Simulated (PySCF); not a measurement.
CH3Si, SMILES C[Si] (connectivity only; charge and spin as stated), charge +1, multiplicity 1.

Geometry optimised at PBE-D3(BJ)/def2-TZVP. The multiplicity is an assumed one; other spin states were not compared. The isomer is the one that the SMILES or the coordinates give; other isomers of the formula were not compared.

These are PBE-D3(BJ)/def2-TZVP run with PySCF 2.14.0 values and carry that method's errors.

Frequencies are harmonic and unscaled.

Modes within 1.5 cm⁻¹ of each other (mostly degenerate sets) share a row, with their intensities summed.

```
mode  ν (cm⁻¹)  IR (km/mol)  moving atoms (share of kinetic energy)
----  --------  -----------  --------------------------------------
1–2        427          0.6                          H 83 %, C 16 %
3          753         58.5                 C 46 %, Si 35 %, H 19 %
4         1191         93.0                          H 77 %, C 23 %
5–6       1283         71.2                                  H 95 %
7         2892         91.2                                  H 97 %
8–9       2967         45.8                           H 91 %, C 9 %
```
